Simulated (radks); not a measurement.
The numbers below are computed, except where a source is named.
Question: Valence configurations of Ce III (all share [Xe]). Code: a radial shooting solver on a logarithmic mesh with Libxc functionals. Model: scalar-relativistic Kohn-Sham, LDA (Slater exchange, Perdew-Wang correlation), spin-polarised, spherical densities, finite nucleus; open shells are filled with parallel spins first (spin-orbit coupling, left out, can overturn this in heavy ions); Fermi nuclear charge, rms radius 4.8771 fm. Order these by energy: 4f1.5 5d0.5; 4f2; 5d2; 5d0.5 6p1.5; 6s1 6p1; 4f1 6s1; 4f1 5d1; 6p2; 5d1.5 6p0.5.

Answer: From the lowest, in eV above it: 4f2 0.000; 4f1.5 5d0.5 0.410; 4f1 5d1 1.706; 4f1 6s1 3.018; 5d2 7.449; 5d1.5 6p0.5 10.576; 6s1 6p1 16.815; 5d0.5 6p1.5 17.474; 6p2 21.306. NIST lists [Xe] 4f2 as the ground configuration; this level of theory agrees among the configurations tried. The energies are those of spherical high-spin densities, not of single terms.
